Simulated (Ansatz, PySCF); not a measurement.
The PySCF input:
```python
from pyscf import gto, scf, mp

mol = gto.M(
    atom='''
C     1.789616    0.607370   -0.177484
C     0.836877   -0.343228    0.593321
C    -0.585416   -0.385536    0.073627
C    -1.395020    0.866739    0.369640
O    -0.897984   -1.150200   -0.946666
H     2.815315    0.560840    0.206518
H     1.439813    1.635704   -0.095729
H     1.796552    0.329602   -1.229111
H     1.259942   -1.352352    0.532575
H     0.844227   -0.032887    1.651484
H    -1.075464    1.763920   -0.201119
H    -1.329792    1.132601    1.433959
H    -2.443059    0.692106    0.120124
''',
    basis='def2-svp',
    charge=-1,
    spin=1,
    verbose=4,
)

mf = scf.UHF(mol)
mf.kernel()

pt = mp.MP2(mf, frozen=5)
pt.kernel()
print('E(MP2) = %.10f' % pt.e_tot)
```

Q: Convert this to an input for Ansatz (a program for electronic structure).

A: One answer among several that fit: 
Ansatz 0.2 input:
```yaml
crystal:
  periodic: [false, false, false]
  atoms:
    - {symbol: C, position_ang: [1.78961599, 0.60736958, -0.17748394]}
    - {symbol: C, position_ang: [0.83687665, -0.34322829, 0.59332128]}
    - {symbol: C, position_ang: [-0.58541582, -0.38553588, 0.07362693]}
    - {symbol: C, position_ang: [-1.39502047, 0.86673936, 0.36964007]}
    - {symbol: O, position_ang: [-0.89798397, -1.15020039, -0.94666593]}
    - {symbol: H, position_ang: [2.81531475, 0.56084048, 0.20651815]}
    - {symbol: H, position_ang: [1.43981338, 1.63570368, -0.09572943]}
    - {symbol: H, position_ang: [1.79655170, 0.32960226, -1.22911063]}
    - {symbol: H, position_ang: [1.25994249, -1.35235154, 0.53257493]}
    - {symbol: H, position_ang: [0.84422670, -0.03288688, 1.65148385]}
    - {symbol: H, position_ang: [-1.07546360, 1.76392033, -0.20111875]}
    - {symbol: H, position_ang: [-1.32979246, 1.13260053, 1.43395894]}
    - {symbol: H, position_ang: [-2.44305919, 0.69210567, 0.12012437]}
basis:
  gaussian:
    orbitals: def2-SVP
total_charge: -1
magnetization: {spin_polarized: true, initial_magnetization: 1}
correlation: {method: mp2, electrons: outside_noble_gas}
accuracy: high
```

Both were run: PySCF gave -231.486099 Eh and Ansatz -231.486099 Eh, 0.000 mEh apart.
